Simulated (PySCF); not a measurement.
## How the method moves the HOMO and LUMO of `C[SiH2][Si@H](F)S`

CH7FSSi2.
Z-matrix (Å and degrees, PBE0-D3(BJ)/def2-SVP geometry), rows numbered from 1:
```
C 
Si  1  1.8810
Si  2  2.3368  1  111.78
F   3  1.6356  2  106.49  1   -52.66
S   3  2.1345  2  111.00  1  -174.17
H   1  1.1006  2  110.03  3    57.29
H   1  1.1001  2  111.00  3   -62.45
H   1  1.1006  2  110.79  3   177.24
H   2  1.4991  1  110.79  3  -117.98
H   2  1.4965  1  111.72  3   121.81
H   3  1.4900  2  116.46  1    66.83
H   5  1.3515  3   94.87  2    42.20
```

Basis pcSseg-2 throughout (PySCF), one geometry. One conformer (not necessarily the lowest) at the PBE0-D3(BJ)/def2-SVP geometry, without solvent, vibrations or thermal averaging.

Problem. How do the orbital energies, the gap and the dipole change with the method?

Solution. 
```tsv
method	kind	HOMO (eV)	LUMO (eV)	gap (eV)	μ (D)	SCF cycles
BLYP	GGA	-6.39	-1.07	5.32	2.04	15
B97-D	GGA	-6.51	-1.04	5.46	2.07	15
OPBE	GGA	-6.55	-1.06	5.49	2.10	15
PBE	GGA	-6.55	-1.21	5.34	2.07	15
KT2	GGA	-6.63	-1.32	5.31	2.07	16
KT3	GGA	-6.63	-1.24	5.39	2.06	16
BP86	GGA	-6.64	-1.22	5.42	2.08	15
LDA	LDA	-6.67	-1.42	5.25	2.14	14
B97-2	global hybrid	-7.49	-0.39	7.10	2.17	13
B3LYP	global hybrid	-7.49	-0.62	6.88	2.14	13
PBE0	global hybrid	-7.73	-0.42	7.31	2.18	13
mPW1PW91	global hybrid	-7.75	-0.41	7.34	2.18	13
BHandHLYP	global hybrid	-8.78	0.34	9.12	2.24	11
CAM-B3LYP	range-separated hybrid	-9.02	0.49	9.51	2.21	11
wB97X-D	range-separated hybrid	-9.55	1.29	10.84	2.22	13
LC-wPBE	range-separated hybrid	-10.37	1.61	11.98	2.27	14
HF	Hartree–Fock	-10.45	2.23	12.68	2.33	10
```

The HOMO spans 4.06 eV, from BLYP down to HF, and the gap runs from 5.25 eV (LDA) to 12.68 eV (HF). Over the methods BLYP (0 %), B97-D (0 %), OPBE (0 %), PBE (0 %), KT2 (0 %), KT3 (0 %), BP86 (0 %), LDA (0 %), B97-2 (21 %), B3LYP (20 %), PBE0 (25 %), mPW1PW91 (25 %), BHandHLYP (50 %), HF (100 %), a straight line through the gap against the share of exact exchange rises by 0.74 eV for each 10 % (correlation coefficient 0.999). The dipole ranges from 2.04 D (BLYP) to 2.33 D (HF). This basis has no diffuse functions.
